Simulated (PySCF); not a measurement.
Sb(Cl)(TeH)2 (ClH₂SbTe₂), SMILES [Cl][Sb]([TeH])[TeH]. Atoms are numbered in the order given.

```xyz
6

Sb     0.6899    -0.8926     0.0000
Cl    -1.0962    -2.4964     0.0000
Te    -0.1698     0.8481    -1.9728
H      0.5549    -0.1221    -3.1173
Te    -0.1698     0.8481     1.9728
H      0.5549    -0.1221     3.1173
```

Coordinates come from a PBE0-D3(BJ)/def2-SVP optimisation. The geometry has at least one imaginary mode, so it is a saddle point at that level. The structure was generated by enumeration; whether it is a known compound was not checked. The def2 effective core potentials stand for the cores of Sb, Te; spin–orbit coupling is left out.

Computed with PBE/def2-TZVP (PySCF).

ESP charges are fitted to the potential on shells at 1.4 to 2.0 van der Waals radii. Atomic charges (e):

```tsv
atom	Löwdin	Mulliken	ESP fit
Sb1	-0.03	0.44	0.16
Cl2	-0.06	-0.32	-0.20
Te3	0.04	-0.13	-0.07
H4	0.01	0.07	0.09
Te5	0.04	-0.13	-0.07
H6	0.01	0.07	0.09
```
